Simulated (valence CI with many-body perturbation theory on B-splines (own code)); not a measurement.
Level structure of Nd¹⁰⁺

Calculated by valence CI with perturbative core correlation (CI+MBPT): four valence electrons over a frozen Dirac-Fock core [Kr] 4d10, a basis of 7 s, 7 p, 7 d, 7 f, 4 g, 2 h functions for each j, with the one-electron correlation potential Σ1 (screened to all orders), the two-electron term Σ2, the three-electron term Σ3, Breit, model QED; selected single and double excitations, second order for the rest, scaled by the run's own slope (own B-spline code, finite nucleus).

No measured spectrum was set against this ion. As an estimate, terms of the open shell hold to a few per cent of their energy, and close levels can change places; configurations with another count of f electrons can be misplaced by thousands of cm⁻¹. Among the levels kept, up to 300 cm⁻¹ of a level comes from second order outside the variational space, and about a tenth of that is noise between levels of different J, which matters for small intervals.

Levels 91 to 135 of 212, with energies above the lowest level, 4f 5s2 5p 3G_3. "Leading %" is the weight of the configuration and term that name the level; weights of strongly mixed levels are sums over their largest components and can fall short. In the jj column 3d3/2^4 stands for four electrons in 3d with j = 3/2.

```tsv
No.	Configuration	Term	J	E (cm⁻¹)	Leading %	Leading jj	g	Second component
91	4f3 5s	5F°	2	184910	70	4f5/2^2 4f7/2 5s (39 %)	1.041	5 % 4f2 5s 5p 5F°
92	4f3 5s	3I°	5	185240	88	4f5/2^3 5s (50 %)	0.861	4 % 4f3 5s 3H°
93	4f3 5s	5F°	1	185250	19	4f5/2 5s 5p1/2 5p3/2 (28 %)	0.511	15 % 4f 5s 5p2 5D°
94	4f3 5s	5F°	4	186300	68	4f5/2^2 4f7/2 5s (39 %)	1.284	6 % 4f3 5s 3G°
95	4f 5s 5p2	5D°	3	186310	28	4f7/2 5s 5p1/2 5p3/2 (68 %)	1.178	20 % 4f 5s 5p2 3G°
96	4f3 5s	5F°	3	186650	60	4f5/2^2 4f7/2 5s (32 %)	1.228	7 % 4f2 5s 5p 5D°
97	4f3 5s	5F°	1	186740	28	4f5/2^3 5s (17 %)	0.435	19 % 4f2 5s 5p 3D°
98	4f3 5s	5F°	2	187150	20	4f5/2 4f7/2 5s 5p1/2 (27 %)	1.116	16 % 4f2 5s 5p 3D°
99	4f3 5s	5F°	5	187230	58	4f5/2^2 4f7/2 5s (47 %)	1.294	10 % 4f3 5s 3G°
100	4f2 5s 5p	5G°	3	187380	48	4f5/2^2 5s 5p3/2 (66 %)	0.911	13 % 4f2 5s 5p 5H°
101	4f3 5s	3I°	6	187880	76	4f5/2^2 4f7/2 5s (47 %)	1.066	7 % 4f3 5s 3H°
102	4f2 5s 5p	5I°	8	188200	99	4f7/2^2 5s 5p3/2 (82 %)	1.249	
103	4f3 5s	3H°	4	188810	29	4f5/2 4f7/2^2 5s (36 %)	1.061	22 % 4f 5s 5p2 3G°
104	4f2 5s 5p	5G°	6	188870	27	4f5/2 4f7/2 5s 5p3/2 (39 %)	1.203	18 % 4f3 5s 3I°
105	4f3 5s	5S°	2	189020	81	4f5/2^2 4f7/2 5s (38 %)	1.950	8 % 4f2 5s 5p 5S°
106	4f3 5s	3H°	4	190210	55	4f5/2 4f7/2^2 5s (22 %)	0.933	22 % 4f 5s 5p2 3G°
107	4f2 5s 5p	5G°	2	190210	80	4f5/2^2 5s 5p3/2 (76 %)	0.418	5 % 4f3 5s 5G°
108	4f2 5s 5p	3K°	6	190400	39	4f5/2 4f7/2 5s 5p1/2 (49 %)	1.024	28 % 4f2 5s 5p 3H°
109	4f3 5s	3H°	5	190680	55	4f5/2 4f7/2^2 5s (60 %)	1.125	22 % 4f3 5s 5F°
110	4f3 5s	3I°	7	190940	97	4f5/2 4f7/2^2 5s (50 %)	1.140	
111	4f 5s 5p2	5D°	0	191050	52	4f5/2 5s 5p1/2 5p3/2 (44 %)		25 % 4f2 5s 5p 5D°
112	4f 5s 5p2	3D°	2	191740	34	4f7/2 5s 5p1/2 5p3/2 (56 %)	1.181	26 % 4f 5s 5p2 5D°
113	4f3 5s	3H°	6	191920	58	4f5/2 4f7/2^2 5s (46 %)	1.164	10 % 4f2 5s 5p 5G°
114	4f2 5s 5p	5F°	4	192040	26	4f5/2 4f7/2 5s 5p3/2 (72 %)	1.130	10 % 4f2 5s 5p 5G°
115	4f2 5s 5p	5F°	5	192120	20	4f5/2 4f7/2 5s 5p3/2 (62 %)	1.136	12 % 4f2 5s 5p 5G°
116	4f 5s 5p2	5D°	1	193020	25	4f5/2 5s 5p1/2 5p3/2 (45 %)	0.926	21 % 4f 5s 5p2 5F°
117	4f 5s 5p2	5F°	5	193400	16	4f7/2 5s 5p1/2 5p3/2 (21 %)	1.170	13 % 4f 5s 5p2 3G°
118	4f2 5s 5p	5F°	3	193780	35	4f5/2 4f7/2 5s 5p3/2 (45 %)	1.212	19 % 4f2 5s 5p 5D°
119	4f3 5s	5G°	2	193910	85	4f5/2^2 4f7/2 5s (36 %)	0.387	6 % 4f2 5s 5p 5G°
120	4f2 5s 5p	5G°	4	194130	34	4f5/2 4f7/2 5s 5p3/2 (63 %)	1.181	24 % 4f2 5s 5p 5F°
121	4f3 5s	5G°	3	194170	77	4f5/2^2 4f7/2 5s (64 %)	0.921	10 % 4f3 5s 3G°
122	4f2 5s 5p	5D°	2	194940	18	4f5/2 5s 5p1/2 5p3/2 (30 %)	1.094	16 % 4f 5s 5p2 5F°
123	4f2 5s 5p	5G°	3	194990	19	4f5/2 4f7/2 5s 5p3/2 (33 %)	0.981	13 % 4f 5s 5p2 5F°
124	4f2 5s 5p	5D°	0	195260	33	4f5/2^2 5s 5p3/2 (41 %)		14 % 4f 5s 5p2 5D°
125	4f2 5s 5p	5P°	1	195290	29	4f5/2 4f7/2 5s 5p1/2 (36 %)	1.882	21 % 4f2 5s 5p 3S°
126	4f3 5s	5G°	4	195590	73	4f5/2^2 4f7/2 5s (52 %)	1.131	5 % 4f3 5s 3G°
127	4f3 5s	3G°	3	195700	57	4f5/2^2 4f7/2 5s (40 %)	0.918	12 % 4f 5s 5p2 5F°
128	4f2 5s 5p	5D°	2	195810	25	4f5/2 5s 5p1/2 5p3/2 (22 %)	1.127	24 % 4f 5s 5p2 5F°
129	4f2 5s 5p	5D°	1	195820	60	4f5/2 4f7/2 5s 5p3/2 (26 %)	1.333	8 % 4f 5s 5p2 5D°
130	4f2 5s 5p	5G°	5	195840	34	4f5/2 4f7/2 5s 5p3/2 (51 %)	1.206	22 % 4f2 5s 5p 5F°
131	4f3 5s	5G°	6	196040	29	4f7/2^3 5s (31 %)	1.263	24 % 4f3 5s 3H°
132	4f3 5s	3G°	5	196130	16	4f7/2^2 5s 5p3/2 (34 %)	1.180	12 % 4f3 5s 5G°
133	4f3 5s	3G°	4	196840	58	4f5/2 4f7/2^2 5s (32 %)	1.092	5 % 4f3 5s 5G°
134	4f2 5s 5p	5G°	6	197030	41	4f7/2^2 5s 5p3/2 (64 %)	1.212	12 % 4f2 5s 5p 3I°
135	4f 5s 5p2	5F°	4	197520	26	4f7/2 5s 5p1/2 5p3/2 (39 %)	1.178	13 % 4f 5s 5p2 3F°
```

Names give the largest LS component (configuration and term), which can be under half, so a name can repeat, a term be missing and a line seem to break the LS rules; names also repeat where a configuration has a term twice.

Where two levels of one J and parity lie close, their mixing, g and order are uncertain.
